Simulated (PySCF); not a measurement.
## Br²⁺: ionisation energy

Br²⁺ [Ar] 3d10 4s2 4p3 (4S) → Br³⁺ [Ar] 3d10 4s2 4p2 (3P), as a difference of total energies. Calculation: PySCF 2.14, in cc-pVDZ-DK (5s4p2d, 27 functions); scalar relativity by spin-free X2C-1e. Correlated levels: valence: [Ar] 3d10 frozen. The calculations carry no spin-orbit coupling.

```
           method  ionisation energy (eV)
              UHF                  34.610
              LDA                  35.296
           M06-2X                  35.022
    MP2 (valence)                  34.956
SCS-MP2 (valence)                  34.835
   CCSD (valence)                  34.906
CCSD(T) (valence)                  34.908
```

Question: How much does correlation contribute at CCSD(T) (valence)?

Answer: 34.908 − (34.610) = 0.298 eV, measured against UHF.

The reference lies between the lowest fine-structure levels, while these numbers refer to the centres of the terms.

Errors of the correlated levels include the incompleteness of this basis and the frozen core.

For comparison: 34.871 ± 0.019 eV (measured; NIST Atomic Spectra Database, ionization energies).
